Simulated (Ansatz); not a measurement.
## Strength of the In–H bond: InHF → InF + H

Species: InHF `[F][InH]`, doublet; InF, singlet; H atom, doublet. 

Shapes, held fixed at every level: PBE0-D4/def2-TZVP. Programs: Ansatz 0.2.0. The zero-point and thermal change to 298 K, harmonic and unscaled (PBE0-D4/def2-TZVP), is -7.4 kJ/mol.

```csv
level,kind,ΔH(298 K) (kJ/mol),less CCSD(T)/def2-TZVPP
HF/def2-SVP,Hartree–Fock,+51.1,-18.3
BHLYP-D4/def2-TZVPP,global hybrid,+74.7,+5.3
PBE0-D4/def2-TZVPP,global hybrid,+72.1,+2.7
r2SCAN0-D4/def2-TZVPP,global hybrid,+87.4,+18.0
wB97X-V/def2-TZVPP,range-separated hybrid,+75.0,+5.6
MP2/def2-SVP,perturbation theory,+63.8,-5.6
MP2/def2-TZVPP,perturbation theory,+47.1,-22.3
CCSD(T)/def2-TZVPP,coupled cluster or CI,+69.4,0.0
```

The highest level, CCSD(T)/def2-TZVPP, gives ΔH(298 K) = +69.4 kJ/mol; the levels span +47.1 to +87.4. A fragment pairs its electrons up again, so this isn't a typical strength of such a bond. The column of differences is taken from that level and isn't an error. No measured value is set beside it here. Open shells run unrestricted unless RO is named. For atoms past krypton def2 sets carry core potentials with scalar relativity. Correlated rows may include outer-core shells of In, which these sets cover unevenly.
